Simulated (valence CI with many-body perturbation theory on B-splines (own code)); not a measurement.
**E1 line list for I45+**

Method: relativistic CI+MBPT: six valence electrons over a frozen Dirac-Fock core [He], a basis of 9 s, 9 p, 8 d, 6 f, 3 g, 1 h functions for each j, with the one-electron correlation potential Σ1, the two-electron term Σ2, the three-electron term Σ3, Breit, model QED; selected CI, second order for the rest, scaled by the run's own slope (own B-spline code, finite nucleus).

No measured spectrum was set against this ion. As an estimate, large intervals hold to a few tenths of a per cent, small ones and those within an open d or f shell to about a per cent. Among the levels kept, up to 2500 cm⁻¹ of a level comes from second order outside the variational space, and about a tenth of that is noise between levels of different J, which matters for small intervals.

Lines 101 to 150 of 252 in falling wavelength, among levels below 4877.2 eV, chosen from the strongest by gf and those to the six lowest levels. Wavelengths and rates use the calculated energies. Electric multipoles are in the length gauge with retardation, E1 and E2 with the static RPA response of the core. Weak lines are less certain than strong ones. Lines between different terms over intervals too small for the method are left out, as are lines whose strength nearly cancels. The highest levels of a list are the least certain.

Levels are named by their leading jj configuration (3d3/2^4 stands for four electrons in 3d with j = 3/2), which in mixed levels can hold well under half, so a name can repeat and another be missing. Letters in brackets count levels of one name in rising energy.

| λ vac (Å) | Upper | Lower | A (s⁻¹) | log gf | Branch % |
| --- | --- | --- | --- | --- | --- |
| 47.13 | (2s 2p1/2 2p3/2^4) J=1 | (2s^2 2p3/2^4) J=0 | 3.22e+10 | -1.49 | 1.9 |
| 46.34 | (2s 2p1/2^2 2p3/2^2 3s) J=1 [b] | (2s^2 2p1/2 2p3/2^2 3s) J=2 [b] | 6.06e+10 | -1.23 | 0.1 |
| 45.59 | (2s 2p1/2^2 2p3/2^2 3s) J=2 [b] | (2s^2 2p1/2 2p3/2^2 3s) J=3 | 3.60e+10 | -1.25 | 0.4 |
| 42.93 | (2s 2p1/2^2 2p3/2^3) J=1 | (2s^2 2p1/2 2p3/2^3) J=2 | 4.87e+10 | -1.39 | 2.8 |
| 41.72 | (2p1/2^2 2p3/2^4) J=0 | (2s 2p1/2 2p3/2^4) J=1 | 2.76e+11 | -1.14 | 9.9 |
| 40.61 | (2s 2p1/2^2 2p3/2^3) J=1 | (2s^2 2p1/2 2p3/2^3) J=1 | 2.20e+10 | -1.79 | 1.3 |
| 24.19 | (2s 2p1/2^2 2p3/2^2 3s) J=3 | (2s^2 2p1/2^2 2p3/2 3s) J=2 | 1.75e+11 | -0.97 | 2.7 |
| 24.07 | (2s 2p1/2^2 2p3/2^2 3p1/2) J=2 | (2s^2 2p1/2^2 2p3/2 3p1/2) J=1 | 9.80e+10 | -1.37 | 0.2 |
| 24.02 | (2s 2p1/2^2 2p3/2^2 3p1/2) J=3 | (2s^2 2p1/2^2 2p3/2 3p1/2) J=2 | 1.51e+11 | -1.04 | 4.3 |
| 23.64 | (2s 2p1/2^2 2p3/2^2 3s) J=2 [a] | (2s^2 2p1/2^2 2p3/2 3s) J=1 | 8.40e+10 | -1.45 | 0.2 |
| 23.35 | (2s 2p1/2^2 2p3/2^2 3s) J=2 [a] | (2s^2 2p1/2^2 2p3/2 3s) J=2 | 7.62e+10 | -1.51 | 0.2 |
| 22.11 | (2s 2p1/2^2 2p3/2^3) J=2 | (2s^2 2p1/2^2 2p3/2^2) J=2 | 6.58e+11 | -0.62 | 93.5 |
| 21.81 | (2s 2p1/2 2p3/2^4) J=0 | (2s^2 2p1/2 2p3/2^3) J=1 | 1.30e+12 | -1.03 | 100.0 |
| 21.55 | (2s 2p1/2^2 2p3/2^3) J=1 | (2s^2 2p1/2^2 2p3/2^2) J=0 | 3.93e+11 | -1.09 | 22.6 |
| 21.35 | (2s 2p1/2^2 2p3/2^2 3s) J=2 [b] | (2s^2 2p1/2^2 2p3/2 3s) J=1 | 1.44e+11 | -1.31 | 1.4 |
| 21.35 | (2s 2p1/2^2 2p3/2^2 3s) J=1 [a] | (2s^2 2p1/2^2 2p3/2 3s) J=2 | 7.63e+11 | -0.81 | 3.4 |
| 21.34 | (2s 2p1/2^2 2p3/2^2 3s) J=1 [b] | (2s^2 2p1/2^2 2p3/2 3s) J=1 | 1.20e+12 | -0.61 | 2.3 |
| 21.24 | (2s 2p1/2 2p3/2^4) J=1 | (2s^2 2p1/2 2p3/2^3) J=2 | 1.39e+12 | -0.55 | 83.5 |
| 21.11 | (2s 2p1/2^2 2p3/2^2 3s) J=2 [b] | (2s^2 2p1/2^2 2p3/2 3s) J=2 | 1.04e+12 | -0.46 | 10.4 |
| 20.94 | (2p1/2^2 2p3/2^4) J=0 | (2s 2p1/2^2 2p3/2^3) J=1 | 2.50e+12 | -0.78 | 90.1 |
| 20.66 | (2s 2p1/2 2p3/2^4) J=1 | (2s^2 2p1/2 2p3/2^3) J=1 | 2.05e+11 | -1.41 | 12.3 |
| 20.25 | (2s 2p1/2^2 2p3/2^3) J=1 | (2s^2 2p1/2^2 2p3/2^2) J=2 | 1.27e+12 | -0.63 | 73.3 |
| 14.25 | (2s 2p1/2 2p3/2^4) J=1 | (2s^2 2p1/2^2 2p3/2^2) J=0 | 1.49e+09 | -3.87 | 0.1 |
| 13.67 | (2s 2p1/2 2p3/2^4) J=1 | (2s^2 2p1/2^2 2p3/2^2) J=2 | 3.74e+10 | -2.50 | 2.2 |
| 3.315 | (2s^2 2p1/2^2 2p3/2 3p1/2) J=1 | (2s 2p1/2^2 2p3/2^3) J=1 | 2.43e+09 | -4.92 | 1.0 |
| 3.313 | (2s^2 2p1/2^2 2p3/2 3p1/2) J=2 | (2s 2p1/2^2 2p3/2^3) J=1 | 4.06e+10 | -3.48 | 12.5 |
| 3.270 | (2s^2 2p1/2^2 2p3/2 3p1/2) J=1 | (2s 2p1/2^2 2p3/2^3) J=2 | 6.08e+10 | -3.53 | 25.9 |
| 3.268 | (2s^2 2p1/2^2 2p3/2 3p1/2) J=2 | (2s 2p1/2^2 2p3/2^3) J=2 | 7.06e+09 | -4.25 | 2.2 |
| 3.238 | (2s^2 2p1/2^2 2p3/2 3p3/2) J=1 | (2s 2p1/2^2 2p3/2^3) J=1 | 2.08e+10 | -4.01 | 6.6 |
| 3.223 | (2s^2 2p1/2^2 2p3/2 3p3/2) J=2 | (2s 2p1/2^2 2p3/2^3) J=1 | 2.27e+09 | -4.75 | 0.9 |
| 3.209 | (2s^2 2p1/2^2 2p3/2 3p3/2) J=0 | (2s 2p1/2^2 2p3/2^3) J=1 | 4.19e+11 | -3.19 | 45.4 |
| 3.195 | (2s^2 2p1/2^2 2p3/2 3p3/2) J=3 | (2s 2p1/2^2 2p3/2^3) J=2 | 4.98e+10 | -3.27 | 19.1 |
| 3.195 | (2s^2 2p1/2^2 2p3/2 3p3/2) J=1 | (2s 2p1/2^2 2p3/2^3) J=2 | 8.42e+10 | -3.41 | 26.8 |
| 3.181 | (2s^2 2p1/2^2 2p3/2 3p3/2) J=2 | (2s 2p1/2^2 2p3/2^3) J=2 | 6.42e+10 | -3.31 | 24.3 |
| 3.135 | (2s^2 2p1/2^2 2p3/2 3s) J=2 | (2s^2 2p1/2 2p3/2^3) J=2 | 1.55e+10 | -3.94 | 0.1 |
| 3.130 | (2s^2 2p1/2^2 2p3/2 3s) J=1 | (2s^2 2p1/2 2p3/2^3) J=2 | 8.51e+09 | -4.43 | 0.0 |
| 3.122 | (2s^2 2p1/2^2 2p3/2 3s) J=2 | (2s^2 2p1/2 2p3/2^3) J=1 | 1.86e+09 | -4.87 | 0.0 |
| 3.117 | (2s^2 2p1/2^2 2p3/2 3s) J=1 | (2s^2 2p1/2 2p3/2^3) J=1 | 4.37e+10 | -3.72 | 0.1 |
| 3.074 | (2s^2 2p1/2 2p3/2^2 3p1/2) J=1 [a] | (2s 2p1/2^2 2p3/2^3) J=1 | 2.65e+10 | -3.95 | 20.7 |
| 3.069 | (2s^2 2p1/2 2p3/2^2 3p1/2) J=2 [a] | (2s 2p1/2^2 2p3/2^3) J=1 | 1.32e+08 | -6.03 | 0.1 |
| 3.041 | (2s^2 2p1/2 2p3/2^2 3p1/2) J=2 [b] | (2s 2p1/2^2 2p3/2^3) J=1 | 2.55e+11 | -2.75 | 30.3 |
| 3.036 | (2s^2 2p1/2 2p3/2^2 3p1/2) J=1 [b] | (2s 2p1/2^2 2p3/2^3) J=1 | 3.12e+10 | -3.89 | 9.9 |
| 3.036 | (2s^2 2p1/2 2p3/2^2 3p1/2) J=1 [a] | (2s 2p1/2^2 2p3/2^3) J=2 | 1.43e+10 | -4.23 | 11.1 |
| 3.030 | (2s^2 2p1/2 2p3/2^2 3p1/2) J=2 [a] | (2s 2p1/2^2 2p3/2^3) J=2 | 4.20e+09 | -4.54 | 2.4 |
| 3.019 | (2s^2 2p1/2 2p3/2^2 3p1/2) J=3 | (2s 2p1/2^2 2p3/2^3) J=2 | 2.86e+10 | -3.56 | 11.6 |
| 3.016 | (2s^2 2p1/2 2p3/2^2 3p1/2) J=0 | (2s 2p1/2^2 2p3/2^3) J=1 | 4.21e+11 | -3.24 | 57.0 |
| 3.008 | (2s^2 2p1/2 2p3/2^2 3p3/2) J=2 [a] | (2s 2p1/2^2 2p3/2^3) J=1 | 2.47e+10 | -3.78 | 3.6 |
| 3.005 | (2s^2 2p1/2 2p3/2^2 3p3/2) J=0 | (2s 2p1/2^2 2p3/2^3) J=1 | 3.62e+10 | -4.31 | 11.6 |
| 3.003 | (2s^2 2p1/2 2p3/2^2 3p1/2) J=2 [b] | (2s 2p1/2^2 2p3/2^3) J=2 | 4.33e+11 | -2.53 | 51.3 |
| 2.999 | (2s^2 2p1/2 2p3/2^2 3p1/2) J=1 [b] | (2s 2p1/2^2 2p3/2^3) J=2 | 9.10e+09 | -4.43 | 2.9 |

(1) How does gf follow from A for the line at 20.66 Å?

Answers

(1) gf = 1.4992 × (2J+1)_upper × A / σ², with σ = 4840313 cm⁻¹ and 2J+1 = 3: gf = 0.0393.
